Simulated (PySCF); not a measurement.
Identify the compound

Molecular formula: C$_{6}$H$_{7}$N$_{3}$. Simulated spectra:

¹H NMR (400 MHz, computed): δ 4.16 (s, 3H), 3.77 (s, 1H), 2.65 (s, 3H).

¹³C{¹H} NMR (computed): δ 155.3 (C), 123.8 (C), 103.2 (CH), 75.9 (C), 36.0 (CH3), 14.0 (CH3).

Calculated, not measured (PySCF): geometry: GFN2-xTB, shieldings: GIAO PBE0/pcSseg-1. One averaged value for each set of equivalent atoms, isolated molecule, one computed conformer, non-relativistic Hamiltonian.

Shifts are taken against calculated references (same method and geometry level): ¹H, ¹³C against TMS.

Which of these isomers gave the spectra?
A. c1cnc(C2CC2)nn1
B. C#Cc1nnn(C)c1C
C. C#CCn1ncc(C)n1
D. C#Cc1c(C)nnn1C
E. CCn1nccc1C#N

Answers

D. 

1. Rings plus π bonds: 5 (1 ring in the answer).
2. 6 carbon signals for 6 carbons: no two carbons are equivalent.
3. Carbon types of the structure: 3 × C, 1 × CH, 2 × CH3, which accounts for all hydrogens.
4. δC 155.3, 123.8: substituted aromatic carbon next to a ring nitrogen.
5. δC 103.2: terminal alkyne carbon; the triple bond shields along its axis, which puts it between sp3 and sp2 carbons.
6. δC 75.9: alkyne carbon; the triple bond shields along its axis, which puts it between sp3 and sp2 carbons.
7. δC 14.0: methyl carbon on an aromatic ring; aliphatic region, no heteroatom directly attached.
8. δH 4.16: hydrogen on a methyl carbon bonded to N; its carbon carries N, an electronegative neighbour.

The others: c1cnc(C2CC2)nn1 would give 5 carbon signals, not 6; C#CCn1ncc(C)n1 would give 4 signals for carbon-bound and other non-exchanging H, not 3; CCn1nccc1C#N would give 4 signals for carbon-bound and other non-exchanging H, not 3; C#Cc1nnn(C)c1C has carbons computed at 145.3, 133.6, 91.2, 79.5, 34.8, 10.5.

Shifts are as computed. Against solution values, carbons near 30 ppm lie about +3 ppm off and those near 130 ppm about +5 ppm. Of 1211 compounds with measured shifts, 218 miss one by over three times the rms of a fit or turn the order of signals round; such compounds aren't used in these exercises. Multiplicities follow the n + 1 count of equivalent neighbours, as no J values were calculated; m marks all less simple cases, F and P coupling included.
